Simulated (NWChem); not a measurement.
System: BeHSI; SMILES [SH][Be][I]

Output (shortened):

```
             Northwest Computational Chemistry Package (NWChem) 7.3.0
             --------------------------------------------------------

 CS  symmetry detected

                             Geometry "geometry" -> ""
                             -------------------------

 Output coordinates in angstroms (scale by  1.889725989 to convert to a.u.)

  No.       Tag          Charge          X              Y              Z
 ---- ---------------- ---------- -------------- -------------- --------------
    1 Be                   4.0000     0.02181366     1.11618791     0.00000000
    2 I                   53.0000     0.00815668    -1.05495607     0.00000000
    3 S                   16.0000     0.04896723     3.02179758     0.00000000
    4 H                    1.0000    -1.30303446     3.09915861     0.00000000

 Effective nuclear repulsion energy (a.u.)     193.0868911907

      Symmetry information
      --------------------

 Group name             Cs
 Group number              2
 Group order               2
 No. of unique centers     4

                                 NWChem DFT Module
                                 -----------------

 Summary of "ao basis" -> "ao basis" (spherical)
 ------------------------------------------------------------------------------
       Tag                 Description            Shells   Functions and Types
 ---------------- ------------------------------  ------  ---------------------
 Be                        def2-tzvp                 9       19   5s3p1d
 I                         def2-tzvp                16       50   6s5p3d2f
 S                         def2-tzvp                13       37   5s5p2d1f
 H                         def2-tzvp                 4        6   3s1p

      Symmetry analysis of basis
      --------------------------

        a'         77
        a"         35

            General Information
            -------------------
          SCF calculation type: DFT
          Wavefunction type:  closed shell.
          No. of atoms     :     4
          No. of electrons :    46
           Alpha electrons :    23
            Beta electrons :    23
          Charge           :     0
          Spin multiplicity:     1
          Use of symmetry is: on ; symmetry adaption is: on
          Maximum number of iterations: 150
          AO basis - number of functions:   112
                     number of shells:    42
          Convergence on energy requested:  1.00D-06
          Convergence on density requested:  1.00D-05
          Convergence on gradient requested:  5.00D-04

              XC Information
              --------------
                         B3LYP Method XC Potential
                     Hartree-Fock (Exact) Exchange  0.200
                        Slater Exchange Functional  0.800 local
                    Becke 1988 Exchange Functional  0.720 non-local
              Lee-Yang-Parr Correlation Functional  0.810
                  VWN I RPA Correlation Functional  0.190 local

             Grid Information
             ----------------
          Grid used for XC integration:  medium
          Radial quadrature: Mura-Knowles
          Angular quadrature: Lebedev.
          Tag              B.-S. Rad. Rad. Pts. Rad. Cut. Ang. Pts.
          ---              ---------- --------- --------- ---------
          Be                  1.05       49          10.0       434
          I                   1.40      123          12.0       590
          S                   1.00       88          12.0       590
          H                   0.35       45          12.0       434
          Grid pruning is: on
          Number of quadrature shells:   305
          Spatial weights used:  Erf1

      Superposition of Atomic Density Guess
      -------------------------------------

 Sum of atomic energies:        -759.71372199

      Non-variational initial energy
      ------------------------------

 Total energy =    -709.846751
 1-e energy   =   -1293.890553
 2-e energy   =     479.804851
 HOMO         =      -0.339081
 LUMO         =       0.000461

      Symmetry analysis of molecular orbitals - initial
      -------------------------------------------------

  Numbering of irreducible representations:

     1 a'          2 a"

  Orbital symmetries:

     1 a'          2 a'          3 a'          4 a'          5 a'
     6 a"          7 a'          8 a'          9 a"         10 a'
    11 a'         12 a'         13 a"         14 a'         15 a"
    16 a'         17 a'         18 a'         19 a'         20 a'
    21 a"         22 a'         23 a"         24 a'         25 a'
    26 a"         27 a'         28 a'         29 a'         30 a'
    31 a"         32 a'         33 a'

   convergence    iter        energy       DeltaE   RMS-Dens  Diis-err
 ---------------- ----- ----------------- --------- --------- ---------
 d= 0,ls=0.0,diis     1   -711.4324544949 -8.16D+02  7.89D-03  6.23D-01
 d= 0,ls=0.0,diis     2   -711.4465863780 -1.41D-02  4.74D-03  2.47D-01
 d= 0,ls=0.0,diis     3   -711.4662100294 -1.96D-02  1.82D-03  1.31D-01
 d= 0,ls=0.0,diis     4   -711.4820740726 -1.59D-02  2.46D-04  1.78D-03
 d= 0,ls=0.0,diis     5   -711.4823033731 -2.29D-04  7.30D-05  8.47D-05
  Resetting Diis
 d= 0,ls=0.0,diis     6   -711.4823139132 -1.05D-05  2.37D-05  1.36D-05
 d= 0,ls=0.0,diis     7   -711.4823157360 -1.82D-06  7.57D-06  3.52D-07
 d= 0,ls=0.0,diis     8   -711.4823157190  1.70D-08  3.94D-06  5.15D-07

         Total DFT energy =     -711.482315718998
      One electron energy =    -1296.126554290872
           Coulomb energy =      531.720702290472
    Exchange-Corr. energy =      -51.315414817756
 Nuclear repulsion energy =      104.238951099158

 Numeric. integr. density =       46.000000091824

                  Occupations of the irreducible representations
                  ----------------------------------------------

                     irrep           alpha         beta
                     --------     --------     --------
                     a'               17.0         17.0
                     a"                6.0          6.0

                       DFT Final Molecular Orbital Analysis
                       ------------------------------------

 Vector   21  Occ=2.000000D+00  E=-2.956270D-01  Symmetry=a"
              MO Center=  1.2D-02,  3.9D-01,  1.7D-15, r^2= 4.9D+00
   Bfn.  Coefficient  Atom+Function         Bfn.  Coefficient  Atom+Function
  ----- ------------  ---------------      ----- ------------  ---------------
    37      0.411535  2 I  pz                31     -0.352338  2 I  pz
    34      0.283526  2 I  pz                86      0.275649  3 S  pz
    40      0.195359  2 I  pz                89      0.190061  3 S  pz
     8     -0.176928  1 Be pz                83      0.125333  3 S  pz
    77     -0.105196  3 S  pz                80     -0.046932  3 S  pz

 Vector   22  Occ=2.000000D+00  E=-2.890047D-01  Symmetry=a'
              MO Center=  1.2D-02, -8.8D-01,  2.5D-15, r^2= 2.3D+00
   Bfn.  Coefficient  Atom+Function         Bfn.  Coefficient  Atom+Function
  ----- ------------  ---------------      ----- ------------  ---------------
    35      0.515149  2 I  px                29     -0.445221  2 I  px
    32      0.360336  2 I  px                38      0.257485  2 I  px
     6     -0.116464  1 Be px                26     -0.056692  2 I  px
    15     -0.039773  1 Be d -2              12      0.027962  1 Be px
    74     -0.026983  3 S  s                 84     -0.026295  3 S  px

 Vector   23  Occ=2.000000D+00  E=-2.738309D-01  Symmetry=a"
              MO Center=  1.3D-02,  1.5D+00, -8.4D-16, r^2= 5.4D+00
   Bfn.  Coefficient  Atom+Function         Bfn.  Coefficient  Atom+Function
  ----- ------------  ---------------      ----- ------------  ---------------
    86      0.404568  3 S  pz                37     -0.316163  2 I  pz
    89      0.292819  3 S  pz                31      0.277876  2 I  pz
    34     -0.227732  2 I  pz                83      0.192201  3 S  pz
    40     -0.175932  2 I  pz                77     -0.157348  3 S  pz
    80     -0.070951  3 S  pz                 8     -0.053209  1 Be pz

 Vector   24  Occ=0.000000D+00  E=-4.447184D-02  Symmetry=a'
              MO Center=  1.9D-01,  1.2D+00, -6.9D-14, r^2= 4.4D+00
   Bfn.  Coefficient  Atom+Function         Bfn.  Coefficient  Atom+Function
  ----- ------------  ---------------      ----- ------------  ---------------
    12      0.569816  1 Be px                 6     -0.514053  1 Be px
   109      0.480075  4 H  s                  4     -0.317232  1 Be s
     5      0.286636  1 Be s                 38     -0.278294  2 I  px
    74     -0.199158  3 S  s                108      0.134904  4 H  s
    29      0.130537  2 I  px                35     -0.129967  2 I  px

 Vector   25  Occ=0.000000D+00  E=-2.934901D-02  Symmetry=a'
              MO Center= -4.7D-01,  1.1D+00,  3.1D-13, r^2= 8.2D+00
   Bfn.  Coefficient  Atom+Function         Bfn.  Coefficient  Atom+Function
  ----- ------------  ---------------      ----- ------------  ---------------
     5      1.237836  1 Be s                  4     -0.390131  1 Be s
    24     -0.246626  2 I  s                 25     -0.244662  2 I  s
    39     -0.244415  2 I  py                74     -0.231159  3 S  s
   109      0.232046  4 H  s                 12     -0.225395  1 Be px
     3      0.222205  1 Be s                 87      0.202511  3 S  px

 Vector   26  Occ=0.000000D+00  E=-2.164326D-02  Symmetry=a"
              MO Center=  1.7D-02,  9.9D-01, -1.9D-13, r^2= 4.3D+00
   Bfn.  Coefficient  Atom+Function         Bfn.  Coefficient  Atom+Function
  ----- ------------  ---------------      ----- ------------  ---------------
    14      0.659635  1 Be pz                 8     -0.544947  1 Be pz
    89     -0.357198  3 S  pz                40     -0.304406  2 I  pz
    86     -0.162001  3 S  pz                37     -0.140416  2 I  pz
    31      0.135054  2 I  pz                52      0.134687  2 I  d -1
    34     -0.127472  2 I  pz                83     -0.103834  3 S  pz

     Multipole analysis of the density
     ---------------------------------

     L   x y z        total         alpha         beta         nuclear
     -   - - -        -----         -----         ----         -------
     0   0 0 0     -0.000000    -23.000000    -23.000000     46.000000

     1   1 0 0     -0.283420      0.074085      0.074085     -0.431589
     1   0 1 0      0.044274    -27.887953    -27.887953     55.820181
     1   0 0 1     -0.000000     -0.000000     -0.000000      0.000000

     2   2 0 0    -32.556152    -19.384599    -19.384599      6.213045
     2   1 1 0     -2.058324      2.164327      2.164327     -6.386979
     2   1 0 1      0.000000      0.000000      0.000000      0.000000
     2   0 2 0    -36.203062   -354.695346   -354.695346    673.187631
     2   0 1 1     -0.000000     -0.000000     -0.000000      0.000000
     2   0 0 2    -35.404996    -17.702498    -17.702498      0.000000

                                 NWChem DFT Module
                                 -----------------

      Symmetry analysis of basis
      --------------------------

        a'         77
        a"         35

            General Information
            -------------------
          SCF calculation type: DFT
          Wavefunction type:  spin polarized.
          No. of atoms     :     4
          No. of electrons :    45
           Alpha electrons :    23
            Beta electrons :    22
          Charge           :     1
          Spin multiplicity:     2
          Use of symmetry is: on ; symmetry adaption is: on
          Maximum number of iterations: 150
          AO basis - number of functions:   112
                     number of shells:    42
          Convergence on energy requested:  1.00D-06
          Convergence on density requested:  1.00D-05
          Convergence on gradient requested:  5.00D-04

              XC Information
              --------------
                         B3LYP Method XC Potential
                     Hartree-Fock (Exact) Exchange  0.200
                        Slater Exchange Functional  0.800 local
                    Becke 1988 Exchange Functional  0.720 non-local
              Lee-Yang-Parr Correlation Functional  0.810
                  VWN I RPA Correlation Functional  0.190 local

             Grid Information
             ----------------
          Grid used for XC integration:  medium
          Radial quadrature: Mura-Knowles
          Angular quadrature: Lebedev.
          Tag              B.-S. Rad. Rad. Pts. Rad. Cut. Ang. Pts.
          ---              ---------- --------- --------- ---------
          Be                  1.05       49          10.0       434
          I                   1.40      123          12.0       590
          S                   1.00       88          12.0       590
          H                   0.35       45          12.0       434
          Grid pruning is: on
          Number of quadrature shells:   305
          Spatial weights used:  Erf1

      Superposition of Atomic Density Guess
      -------------------------------------

 Sum of atomic energies:        -759.71372199

 Renormalizing density from      46.00 to     45

      Non-variational initial energy
      ------------------------------

 Total energy =    -702.353026
 1-e energy   =   -1265.762498
 2-e energy   =     459.170521
 HOMO         =      -0.620487
 LUMO         =      -0.238227

   Symmetry analysis of molecular orbitals - initial alpha
   -------------------------------------------------------

  Numbering of irreducible representations:

     1 a'          2 a"

  Orbital symmetries:

     1 a'          2 a'          3 a'          4 a'          5 a'
     6 a"          7 a'          8 a'          9 a"         10 a'
    11 a'         12 a'         13 a"         14 a'         15 a"
    16 a'         17 a'         18 a'         19 a'         20 a'
    21 a"         22 a'         23 a"         24 a'         25 a'
    26 a"         27 a'         28 a'         29 a'         30 a'
    31 a"         32 a'         33 a"

   Symmetry analysis of molecular orbitals - initial beta
   ------------------------------------------------------

  Numbering of irreducible representations:

     1 a'          2 a"

  Orbital symmetries:

     1 a'          2 a'          3 a'          4 a'          5 a'
     6 a"          7 a'          8 a'          9 a"         10 a'
    11 a'         12 a'         13 a"         14 a'         15 a"
    16 a'         17 a'         18 a'         19 a'         20 a'
    21 a"         22 a'         23 a"         24 a'         25 a'
    26 a"         27 a'         28 a'         29 a'         30 a'
    31 a"         32 a'         33 a"

[...]
```

Level: B3LYP/def2-TZVP with def2 effective core potentials on I, vertical spin-unrestricted ions. The geometry was optimised at PBE0/def2-SVP. B3LYP is NWChem's, with the RPA form of VWN correlation. def2 effective core potentials on I; no spin-orbit coupling.

Q: Which NWChem input produces such a log?

A: This is not unique; one that fits is the input that was run:
```
start job
memory heap 200 mb stack 900 mb global 1100 mb
geometry units angstroms noautoz
  Be     0.015615     1.185207     0.000000
  I     -0.079055    -0.983915     0.000000
  S      0.113863     3.088476     0.000000
  H     -1.234310     3.216237     0.000000
end
basis spherical
  * library def2-tzvp
end
ecp
  I library def2-ecp
end
dft
  xc b3lyp
  iterations 150
  vectors input atomic output neutral.movecs
end
task dft energy
charge 1
dft
  odft
  mult 2
  vectors input atomic output cation.movecs
end
task dft energy
```
